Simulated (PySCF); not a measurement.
Orbital energies and ionisation energy

Species: C5H4F4.
Z-matrix (Å and degrees, PBE0-D3(BJ)/def2-SVP geometry), rows numbered from 1:
```
F 
C   1  1.3086
C   2  1.3385  1  134.12
C   3  1.4814  2  135.67  1    -0.29
F   4  1.3389  3  111.27  2  -119.70
F   4  1.3389  3  111.36  2   121.38
F   4  1.3330  3  111.53  2     0.78
C   3  1.5115  2   92.05  1  -179.86
C   2  1.4929  1  129.34  3  -179.74
H   8  1.1004  3  115.05  2  -115.50
H   8  1.1005  3  115.07  2   115.58
H   9  1.1010  2  115.68  1   -64.67
H   9  1.1011  2  115.39  1    64.67
```

Level: CAM-B3LYP/def2-SVPD (PySCF). Frontier orbitals with their largest atomic shares (Löwdin; up to four atoms above 4 %):

```json
{"orbital": "HOMO−3", "ε (eV)": "-12.44", "main atoms": "C9 26 %, C8 25 %, H13 10 %, H12 10 %"}
{"orbital": "HOMO−2", "ε (eV)": "-12.13", "main atoms": "C9 33 %, C8 28 %, F1 15 %, C2 10 %"}
{"orbital": "HOMO−1", "ε (eV)": "-11.72", "main atoms": "C9 19 %, C3 17 %, C8 12 %, C2 10 %"}
{"orbital": "HOMO", "ε (eV)": "-9.27", "main atoms": "?"}
{"orbital": "LUMO", "ε (eV)": "0.74", "main atoms": "C2 32 %, C3 27 %, F1 9 %, C4 7 %"}
{"orbital": "LUMO+1", "ε (eV)": "1.12", "main atoms": "C2 18 %, C9 18 %, C8 12 %, H12 8 %"}
{"orbital": "LUMO+2", "ε (eV)": "1.58", "main atoms": "C8 16 %, F1 14 %, H11 13 %, H10 13 %"}
```

**Question.** What vertical ionisation energy does ΔSCF give, and how far is −ε(HOMO) from it?

**Answer.** ΔSCF: 10.17 eV (981 kJ/mol; threshold wavelength 122 nm); ⟨S²⟩ of the doublet left behind is 0.753, against 0.75 for a pure doublet. −ε(HOMO) is 9.27 eV, 0.90 eV below it. For the exact functional −ε(HOMO) would equal the first vertical ionisation energy; CAM-B3LYP (range-separated hybrid) falls short of its own ΔSCF value by 9 %. Holes in the HOMO−1 and HOMO−2 were tried too where these lie within 1.2 eV of the HOMO; the lowest converged state counts.

**Question.** On which atoms does the HOMO lie?

**Answer.** C3 (fully substituted alkene carbon) 35 %, C2 (vinylic C–F carbon) 26 %, F1 (vinyl fluorine) 11 %, C8 (allylic carbon) 8 %, so no atom holds as much as 40 %. The HOMO−1 lies 2.45 eV lower.

**Question.** Shift the occupied levels rigidly so that −ε(HOMO) equals the ΔSCF value. What binding energies result?

**Answer.** The shift is +0.90 eV: HOMO 10.17, HOMO−1 12.62, HOMO−2 13.03, HOMO−3 13.34 eV. A rigid shift is only a rough guide to the deeper ionisations.

**Question.** With α = 59.9 au, estimate the like-pair dispersion coefficient by London's formula C6 = (3/4)α²I.

**Answer.** I = 0.3737 Eh, so C6 ≈ 1010 au, a rough estimate.

**Question.** How many of the 10 lowest singlet excitations (vertical TDDFT, same level) lie below the ionisation energy?

**Answer.** All 10; they run from 7.11 to 9.45 eV.

**Question.** What total energies stand behind the ΔSCF value?

**Answer.** E(N) = -591.66398 Eh and E(N − 1) = -591.29024 Eh at the same geometry, 0.37374 Eh apart.

Isolated species at its PBE0-D3(BJ)/def2-SVP geometry, gas phase.

These values come from a run that also computed excited states and ΔSCF ions. The run took 2.2 min wall on x86-64 server, one thread, on a shared host.
